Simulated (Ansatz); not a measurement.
Consider the redistribution: `[NH2][AlH][SiH](F)[SiH3]` + `ClCC=[Se]` → `[NH2][AlH][CH2]C=[Se]` + `F[SiH]([SiH3])Cl`.

Gas-phase electronic energies from Ansatz, PBE0-D4/def2-TZVP geometries. CCSD(T)/CBS adds triple-zeta CCSD(T) − MP2 to the extrapolated MP2 energy (def2 sets, frozen cores). For Se outer-core shells are correlated without core-valence functions, which leaves a few kJ/mol of doubt a bond. Scalar relativity is left out up to krypton. One conformer a species, not always the lowest.

| species | MP2/def2-QZVPP energy (Eh) |
| --- | --- |
| `[NH2][AlH][SiH](F)[SiH3]` | -978.82566 |
| `ClCC=[Se]` | -2938.02563 |
| `[NH2][AlH][CH2]C=[Se]` | -2776.81889 |
| `F[SiH]([SiH3])Cl` | -1140.11173 |

(1) Work out ΔE.

Largest T1 diagnostic among the species: 0.017.

## Answers

(1) ΔE = (-2776.81889) + (-1140.11173) − (-978.82566) − (-2938.02563) = -0.07933 Eh = -49.8 kcal/mol. CCSD(T)/CBS gives -46.5 kcal/mol.

The D4 term adds −1.4 kcal/mol with B3LYP and −0.7 kcal/mol with PBE0; it sums over pairs of atoms, weighted by their polarisabilities, and B3LYP, whose exchange is more repulsive, gets the larger term. From PBE to PBE0 (25 % exact exchange), in def2-TZVPP and without D4, ΔE moves by −1.8 kcal/mol.

B3LYP here is the variant with VWN-RPA as its local correlation; programs differ in this.
